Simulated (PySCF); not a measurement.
CH₃ISi, SMILES C[Si]I (connectivity only; charge and spin as stated), neutral, multiplicity 1. Atoms are numbered in the order given.

```xyz
6

Si     0.8372     1.5125     0.0000
I     -0.0635    -0.8280     0.0000
C     -0.8127     2.4591     0.0000
H     -0.6349     3.5478     0.0000
H     -1.4233     2.2022    -0.8843
H     -1.4233     2.2022     0.8843
```
Charge 0, spin multiplicity 1.

Coordinates come from a r2SCAN-D4/def2-SVP optimisation. The def2 effective core potentials stand for the cores of I; spin–orbit coupling is left out.

Calculation: HF/def2-TZVPD in PySCF.

Mulliken values depend strongly on the basis, most of all with diffuse functions as here. ESP charges are fitted to the potential on shells at 1.4 to 2.0 van der Waals radii. Atomic charges (e):

| atom | ESP fit | Mulliken |
|---|---|---|
| Si1 | 0.00 | 0.25 |
| I2 | -0.16 | -0.18 |
| C3 | 0.27 | -0.64 |
| H4 | -0.04 | 0.23 |
| H5 | -0.03 | 0.17 |
| H6 | -0.03 | 0.17 |
